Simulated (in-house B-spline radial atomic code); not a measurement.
Zn⁺. Computed with a B-spline radial atomic code. Model: non-relativistic spherical atom: semilocal Troullier-Martins pseudo-atom, one channel per l, against all electrons, high spin, G0W0 and RPA with empty states to l = 8, local potential for every l without a channel, a model core (radius 0 = none) keeps its share of the functional.

What the tables leave out is listed at the end.

The pseudopotential gives back the lowest level of each angular momentum of its own functional in the configuration it was made in; a second state of the same l is only approximately right. Exact exchange, RPA and GW see the smooth pseudo-orbitals and miss the exchange with the core, for which the functional's share stands in. The column with an uncorrelated core keeps all orbitals and exact exchange, and so separates missing core correlation from pseudisation. Only the three outermost levels and the lowest empty one were computed. RPA here is direct RPA, with no exchange kernel, and its energies carry an (l + 1/2)⁻⁴ tail. A hybrid on a potential with a model core restores only its own semilocal share of the core's exchange.

Command:
```bash
python run_psgw.py task.json out
```
Settings (lengths in bohr, energies in hartree):
```
Z                      30
electrons              29
configuration          [Ar] 3d10 4s1
generated_in           [Ar] 3d10 4s1
functional             pbe,pbe
core_shells            3
radius_factor          1.15
core_correction        False
ion_configuration      [Ar] 3d10
```

Time taken, with all properties: 71 s on 1 thread of Arm Neoverse N1, with other jobs on the host.

Given: made with PBE; model core radius 0 bohr; local radius 0.874 bohr; mean-field start PBE.

Valence shells of the generating configuration: 3s, 3p, 3d, 4s.

Channel: s 0.686, p 0.686, d 1.939 (radii in bohr).

Computed: largest level miss in the spin-unpolarised generating configuration 0.075 eV; valence RPA correlation energy pseudo -1.2119 hartree; pseudo-atom RPA polarisability 13.46 bohr³; ionisation by mean-field all-electron 18.373 eV; ionisation by mean-field pseudo minus all 0.094 eV; ionisation by RPA all-electron 18.242 eV; ionisation by RPA pseudo minus all 0.363 eV.

```
          level  occupied  mean-field all-electron (eV)  mean-field pseudo minus all (eV)  G0W0 all-electron (eV)  G0W0 uncorrelated core minus all (eV)  G0W0 pseudo minus all (eV)  exchange self-energy all-electron (eV)  exchange self-energy pseudo (eV)
          4s up         1                       -14.226                            -0.061                 -18.383                                  0.006                      -0.235                                 -13.346                           -12.913
4s down (empty)         0                       -13.031                            -0.103                 -9.4789                                  0.006                      -0.196                                 -3.1932                           -2.7352
```

**Question.** What is the valence RPA correlation energy all-electron orbitals?

**Answer.** -1.4362 hartree.

**Question.** What is the all-electron RPA polarisability, core included?

**Answer.** 13.603 bohr³.

Given: mean-field start PBE0.

Computed: valence RPA correlation energy all-electron orbitals -1.3744 hartree; valence RPA correlation energy pseudo -1.1659 hartree; pseudo-atom RPA polarisability 11.837 bohr³; ionisation by mean-field pseudo minus all 0.153 eV; ionisation by RPA all-electron 18.107 eV; ionisation by RPA pseudo minus all 0.352 eV.

| level | occupied | mean-field all-electron (eV) | mean-field pseudo minus all (eV) | G0W0 all-electron (eV) | G0W0 uncorrelated core minus all (eV) | G0W0 pseudo minus all (eV) | exchange self-energy all-electron (eV) | exchange self-energy pseudo (eV) |
| --- | --- | --- | --- | --- | --- | --- | --- | --- |
| 4s up | 1 | -14.972 | -0.121 | -18.229 | 0.006 | -0.282 | -13.086 | -12.746 |
| 3d down | 1 | -22.777 | 0.16 | -27.905 | 0.094 | 0.211 | -52.383 | -43.832 |
| 4s down (empty) | 0 | -11.606 | -0.136 | -9.2215 | 0.006 | -0.217 | -2.8604 | -2.4897 |

**Question.** What is the all-electron RPA polarisability, core included?

**Answer.** 12.026 bohr³.

**Question.** What is the ionisation by mean-field all-electron?

**Answer.** 17.99 eV.

Given: mean-field start Hartree-Fock.

Computed: valence RPA correlation energy all-electron orbitals -1.2282 hartree; valence RPA correlation energy pseudo -1.0545 hartree; all-electron RPA polarisability, core included 9.6963 bohr³; ionisation by mean-field all-electron 16.569 eV; ionisation by mean-field pseudo minus all 0.286 eV; ionisation by RPA pseudo minus all 0.356 eV.

```json
{"level": "4s up", "occupied": "1", "mean-field all-electron (eV)": "-16.672", "mean-field pseudo minus all (eV)": "-0.3", "G0W0 all-electron (eV)": "-17.768", "G0W0 uncorrelated core minus all (eV)": "0.005", "G0W0 pseudo minus all (eV)": "-0.39", "exchange self-energy all-electron (eV)": "-12.126", "exchange self-energy pseudo (eV)": "-12.054"}
{"level": "3d down", "occupied": "?", "mean-field all-electron (eV)": "?", "mean-field pseudo minus all (eV)": "?", "G0W0 all-electron (eV)": "?", "G0W0 uncorrelated core minus all (eV)": "?", "G0W0 pseudo minus all (eV)": "?", "exchange self-energy all-electron (eV)": "?", "exchange self-energy pseudo (eV)": "?"}
{"level": "3d up", "occupied": "1", "mean-field all-electron (eV)": "-30.616", "mean-field pseudo minus all (eV)": "0.746", "G0W0 all-electron (eV)": "-28.647", "G0W0 uncorrelated core minus all (eV)": "0.1", "G0W0 pseudo minus all (eV)": "-0.095", "exchange self-energy all-electron (eV)": "-52.635", "exchange self-energy pseudo (eV)": "-44.163"}
{"level": "4s down (empty)", "occupied": "0", "mean-field all-electron (eV)": "-7.368", "mean-field pseudo minus all (eV)": "-0.159", "G0W0 all-electron (eV)": "-8.7114", "G0W0 uncorrelated core minus all (eV)": "0.004", "G0W0 pseudo minus all (eV)": "-0.244", "exchange self-energy all-electron (eV)": "-1.7496", "exchange self-energy pseudo (eV)": "-1.6215"}
```

**Question.** What belongs in the row 3d down?

**Answer.** occupied: 1; mean-field all-electron (eV): -30.597; mean-field pseudo minus all (eV): 0.837; G0W0 all-electron (eV): -28.563; G0W0 uncorrelated core minus all (eV): 0.102; G0W0 pseudo minus all (eV): -0.053; exchange self-energy all-electron (eV): -52.986; exchange self-energy pseudo (eV): -44.28.

**Question.** What is the ionisation by RPA all-electron?

**Answer.** 17.756 eV.

**Question.** What is the pseudo-atom RPA polarisability?

**Answer.** 9.3853 bohr³.

Among the listed levels the largest G0W0 shift of the pseudo-atom is -0.39 eV, for 4s up on the Hartree-Fock start, while leaving the core uncorrelated moves that level by +0.01 eV. So pseudisation and the lost core exchange, not the missing core correlation, make the error. Not in the tables (levels of low weight, unsolved or above zero; the highest and the empty levels are kept at any weight): on PBE the G0W0 levels 3d down (pseudo minus all +0.47 eV, weights 0.46 and 0.64), 3d up (pseudo minus all +0.01 eV, weights 0.47 and -0.73); on PBE0 the G0W0 levels 3d up (pseudo minus all +0.20 eV, weights 0.81 and 0.58).
